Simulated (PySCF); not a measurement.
# `C=COCC/C=C/C`, C7H12O

Geometry:
```json
{"atom": "C1", "x (Å)": "-3.617", "y (Å)": "0.036", "z (Å)": "-0.830"}
{"atom": "C2", "x (Å)": "-2.748", "y (Å)": "-0.962", "z (Å)": "-0.791"}
{"atom": "O3", "x (Å)": "-1.544", "y (Å)": "-1.013", "z (Å)": "-0.181"}
{"atom": "C4", "x (Å)": "-1.127", "y (Å)": "0.130", "z (Å)": "0.538"}
{"atom": "C5", "x (Å)": "0.230", "y (Å)": "-0.167", "z (Å)": "1.180"}
{"atom": "C6", "x (Å)": "1.310", "y (Å)": "-0.266", "z (Å)": "0.149"}
{"atom": "C7", "x (Å)": "2.382", "y (Å)": "0.506", "z (Å)": "0.111"}
{"atom": "C8", "x (Å)": "3.459", "y (Å)": "0.421", "z (Å)": "-0.919"}
{"atom": "H9", "x (Å)": "-4.543", "y (Å)": "-0.082", "z (Å)": "-1.361"}
{"atom": "H10", "x (Å)": "-3.454", "y (Å)": "0.986", "z (Å)": "-0.355"}
{"atom": "H11", "x (Å)": "-2.943", "y (Å)": "-1.905", "z (Å)": "-1.284"}
{"atom": "H12", "x (Å)": "-1.044", "y (Å)": "0.991", "z (Å)": "-0.140"}
{"atom": "H13", "x (Å)": "-1.868", "y (Å)": "0.368", "z (Å)": "1.315"}
{"atom": "H14", "x (Å)": "0.461", "y (Å)": "0.622", "z (Å)": "1.897"}
{"atom": "H15", "x (Å)": "0.147", "y (Å)": "-1.116", "z (Å)": "1.717"}
{"atom": "H16", "x (Å)": "1.151", "y (Å)": "-1.025", "z (Å)": "-0.605"}
{"atom": "H17", "x (Å)": "2.529", "y (Å)": "1.265", "z (Å)": "0.871"}
{"atom": "H18", "x (Å)": "3.246", "y (Å)": "-0.364", "z (Å)": "-1.641"}
{"atom": "H19", "x (Å)": "4.418", "y (Å)": "0.215", "z (Å)": "-0.446"}
{"atom": "H20", "x (Å)": "3.550", "y (Å)": "1.370", "z (Å)": "-1.447"}
```

Level of theory: GIAO HF/pcSseg-1 magnetisability, rotational g tensor and spin-rotation constants, non-relativistic, gas phase in PySCF 2.14.0. Geometry: GFN2-xTB.

(1) Give the nuclear spin-rotation constants along the inertial axes (H = +C I·J) beside the isotropic shieldings.

(2) How do the rotational constants and the g tensor change when H9, H10, H11, H12, H13, H14, H15, H16, H17, H18, H19, H20 are replaced by deuterium?

## Answers

(1) Rotational constants 5.3716, 0.7541, 0.7199 GHz. A star marks the isotopologue with that one atom substituted, in its own axes.
| atom | isotope | Caa (kHz) | Cbb (kHz) | Ccc (kHz) | mean (kHz) | σ (ppm) |
| --- | --- | --- | --- | --- | --- | --- |
| H9 | 1H | 0.193 | -0.061 | -0.079 | 0.018 | 28.0 |
| H10 | 1H | -0.466 | -0.056 | 0.004 | -0.173 | 28.0 |
| H11 | 1H | -0.429 | -0.038 | 0.015 | -0.151 | 25.4 |
| H12 | 1H | -0.522 | -0.045 | -0.007 | -0.192 | 29.0 |
| H13 | 1H | -0.243 | -0.012 | -0.073 | -0.109 | 28.6 |
| H14 | 1H | -0.509 | -0.029 | -0.042 | -0.193 | 30.2 |
| H15 | 1H | -0.548 | -0.060 | 0.001 | -0.202 | 29.7 |
| H16 | 1H | -0.487 | 0.006 | -0.022 | -0.168 | 26.0 |
| H17 | 1H | -0.494 | 0.003 | -0.025 | -0.172 | 26.4 |
| H18 | 1H | -0.523 | -0.028 | -0.041 | -0.197 | 30.3 |
| H19 | 1H | -0.019 | -0.070 | -0.068 | -0.052 | 30.3 |
| H20 | 1H | -0.561 | -0.061 | -0.004 | -0.209 | 30.3 |
| C1 | 13C* | 1.641 | 0.141 | 0.159 | 0.647 | 104.7 |
| C2 | 13C* | 2.177 | 0.225 | 0.239 | 0.880 | 32.8 |
| O3 | 17O* | -0.583 | -0.073 | -0.128 | -0.261 | 240.6 |
| C4 | 13C* | 1.110 | 0.153 | 0.139 | 0.467 | 128.8 |
| C5 | 13C* | 0.835 | 0.119 | 0.112 | 0.355 | 158.7 |
| C6 | 13C* | 1.456 | 0.312 | 0.184 | 0.651 | 56.4 |
| C7 | 13C* | 1.436 | 0.306 | 0.176 | 0.639 | 60.3 |
| C8 | 13C* | 0.728 | 0.094 | 0.100 | 0.307 | 173.3 |

For the geometry as given, no vibrational averaging.

(2) Constants 4.0640, 0.6475, 0.6169 GHz; g -0.0184, -0.0028, -0.0029, against -0.0245, -0.0030, -0.0037 before.
